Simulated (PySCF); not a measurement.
## Finite-field polarisability of Xe (xenon, neutral)

[Xe], closed-shell 1S. All numbers are calculated (PySCF 2.14, scalar relativity through the core potential, in aug-cc-pwCVDZ-PP with ECP28MDF (6s5p4d1f, 48 functions)). Frozen: 4s2 4p6 4d10. Energy changes in a uniform field (μhartree):

```json
{"axis": "x", "F (au)": "0.0028", "HF": "-99.009", "MP2": "-99.848", "CCSD": "-100.476", "CCSD(T)": "-100.820"}
{"axis": "x", "F (au)": "0.0056", "HF": "-396.098", "MP2": "-399.463", "CCSD": "-401.978", "CCSD(T)": "-403.355"}
```

(1) Derive α along x at CCSD(T) from the two fields.

(2) And the mean polarisability at each level?

CCSD(T) lies more than 5 % below the reference, which points to too few diffuse and polarisation functions.

A double-zeta set is small for polarisabilities.

## Answers

(1) With ΔE = −αF²/2 − γF⁴/24, α = −(16 ΔE(F) − ΔE(2F))/(6F²) = 25.72 bohr³.

(2) HF 25.26, MP2 25.47, CCSD 25.63, CCSD(T) 25.72 bohr³. Reference: 27.32 ± 0.2 bohr³ (recommended; Schwerdtfeger and Nagle, table of static dipole polarizabilities (2023 update)).
